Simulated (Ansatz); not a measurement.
This geometry of FGeH3 (5 atoms, charge 0, multiplicity 1) is a first-order saddle point.

The calculation used RKS revPBE/def2-SVPD in Ansatz.

```xyz
5
Properties=species:S:1:pos:R:3
Ge 0.314 -0.042 -0.453
H 0.540 -0.244 1.287
H 1.623 0.150 0.384
F -0.670 1.465 -0.352
H -0.592 -1.223 -0.007
```

**Question.** Which two structures does it join? (They come from a converged band through this point; their orientation in space is the band's.)

**Answer.** Bonds broken: Ge1–H2, Ge1–H3. Bonds formed: H2–H3. FGeH3 becomes FGeH + H2.

First end point:

```xyz
5
Properties=species:S:1:pos:R:3
Ge 0.293 -0.065 0.207
H 0.243 0.017 1.752
H 1.733 0.017 -0.354
F -0.548 1.402 -0.388
H -0.505 -1.266 -0.357
```

Last end point:

```xyz
5
Properties=species:S:1:pos:R:3
Ge 0.105 -0.098 -0.945
H 1.061 -0.228 1.338
H 1.624 0.103 0.920
F -0.812 1.405 -0.484
H -0.763 -1.075 0.031
```

**Question.** How far does it lie above each of them?

**Answer.** 2.31 eV above the first and 1.20 eV above the second. This is the barrier of this one path; another mechanism may lie lower. The orbitals stay closed-shell, which can raise the energy where a bond breaks towards radicals; this wasn't checked here.

The run took 35 s on 2 threads of Intel(R) Xeon(R) Platinum 8488C (Sapphire Rapids), with other jobs on the host, peak memory 0.16 GiB.
